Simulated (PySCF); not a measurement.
# Electric field gradients and quadrupole coupling constants

C8H11N3.
Atom-mapped SMILES: `[CH2:1]=[CH:2][n:3]1[n:4][c:5]([CH3:6])[c:7]([CH:8]2[CH2:9][CH2:10]2)[n:11]1` (hydrogens: H12, H13 on C1; H14 on C2; H15, H16, H17 on C6; H18 on C8; H19, H20 on C9; H21, H22 on C10)

Cartesian coordinates in Å at the GFN2-xTB level; atoms count from 1:
```xyz
22
C8H11N3 angstrom
C      3.209   -1.793    0.217
C      2.986   -0.508   -0.017
N      1.721    0.048   -0.059
N      1.538    1.341   -0.264
C      0.229    1.515   -0.251
C     -0.416    2.836   -0.445
C     -0.370    0.247   -0.028
C     -1.791   -0.084    0.057
C     -2.244   -1.161    1.009
C     -2.265   -1.418   -0.459
N      0.604   -0.643    0.087
H      2.392   -2.471    0.391
H      4.207   -2.188    0.237
H      3.760    0.223   -0.196
H     -1.044    3.081    0.411
H     -1.042    2.825   -1.338
H      0.349    3.599   -0.556
H     -2.444    0.769   -0.082
H     -3.181   -1.016    1.526
H     -1.481   -1.649    1.594
H     -1.512   -2.077   -0.863
H     -3.215   -1.457   -0.970
```

Field gradients from the PBE0/pcSseg-1 density (PySCF, non-relativistic), principal values in atomic units, ordered |Vxx| ≤ |Vyy| ≤ |Vzz|:

| atom | Vxx | Vyy | Vzz |
| --- | --- | --- | --- |
| N3 | 0.1739 | 0.5597 | -0.7337 |
| N4 | 0.2865 | 0.7514 | -1.0379 |
| N11 | 0.2050 | 0.7928 | -0.9978 |

Question: Find the asymmetry η = (Vxx − Vyy)/Vzz and the couplings χ = eQV/h (234.96 MHz × Q in barn × V in au), with Q(14N) = 0.02044 b.

Answer: 
| atom | environment | nucleus | η | χzz (MHz) | χxx (MHz) | χyy (MHz) |
| --- | --- | --- | --- | --- | --- | --- |
| N3 | pyrrole-type nitrogen | 14N | 0.53 | -3.524 | 0.835 | 2.688 |
| N4 | pyridine-type nitrogen | 14N | 0.45 | -4.985 | 1.376 | 3.609 |
| N11 | pyridine-type nitrogen | 14N | 0.59 | -4.792 | 0.984 | 3.807 |

The tensor is traceless: Vxx + Vyy + Vzz = 0.

Question: What is Vzz at N3 in SI units (1 au = 9.71736 × 10²¹ V/m²)?

Answer: -0.7337 au = -7.129 × 10²¹ V/m².

Question: What couplings would deuterons (Q(2H) = 0.00286 b) have in place of the hydrogens, at this geometry?

Answer: 
| atom | bonded to | bond length (Å) | Vzz (au) | η | χzz (kHz) |
| --- | --- | --- | --- | --- | --- |
| H12 | C1 | 1.075 | 0.3365 | 0.05 | 226 |
| H13 | C1 | 1.074 | 0.3440 | 0.06 | 231 |
| H14 | C2 | 1.080 | 0.3204 | 0.09 | 215 |
| H15 | C6 | 1.089 | 0.3105 | 0.03 | 209 |
| H16 | C6 | 1.090 | 0.3096 | 0.02 | 208 |
| H17 | C6 | 1.086 | 0.3141 | 0.02 | 211 |
| H18 | C8 | 1.083 | 0.3207 | 0.11 | 216 |
| H19 | C9 | 1.080 | 0.3317 | 0.07 | 223 |
| H20 | C9 | 1.079 | 0.3293 | 0.06 | 221 |
| H21 | C10 | 1.079 | 0.3291 | 0.06 | 221 |
| H22 | C10 | 1.079 | 0.3321 | 0.07 | 223 |

Geometry: GFN2-xTB, one conformer, isolated molecule. GFN2-xTB bond lengths can be off by several hundredths of an ångström, more for odd bonds, and the gradients follow them. With a basis this small, the couplings can be 20 % off.

The run behind these numbers computed NMR shieldings as well. Cost: about 2.5 min of CPU time on one thread; the machine was shared, so the figure is rough.
